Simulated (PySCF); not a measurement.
B3LYP has the VWN-RPA correlation part, as in Gaussian. Excitations are Tamm–Dancoff values on a coarser integration grid. The basis has no diffuse functions, so Rydberg states are missing or too high.

Cartesian coordinates (Å):
SMILES: CC(C)CO
```xyz
15

C     -0.3675     1.2608     0.5584
C     -0.1068    -0.2310     0.3535
C     -1.3281    -0.9275    -0.2458
C      1.1143    -0.4733    -0.5333
O      2.3304     0.0317     0.0061
H     -0.5518     1.7585    -0.3988
H     -1.2435     1.4226     1.1890
H      0.4745     1.7568     1.0459
H      0.1108    -0.6802     1.3284
H     -2.2035    -0.8029     0.3938
H     -1.1550    -1.9985    -0.3715
H     -1.5736    -0.5111    -1.2268
H      0.9295    -0.0536    -1.5324
H      1.2745    -1.5459    -0.6540
H      2.2957     0.9934     0.0003
```
Charge 0, multiplicity 1.

**Question.** Give the S1 oscillator strength, HOMO–LUMO gap, S1–T1 gap (TDA), S1 excitation (TDA) and dipole moment at the level B3LYP-D3(BJ)/def2-TZVP (PySCF).

**Answer.** 
```yaml
S1 oscillator strength: 0.003
HOMO–LUMO gap: 8.11 eV
S1–T1 gap (TDA): 0.34 eV
S1 excitation (TDA): 6.96 eV
dipole_moment: 1.65 D
```
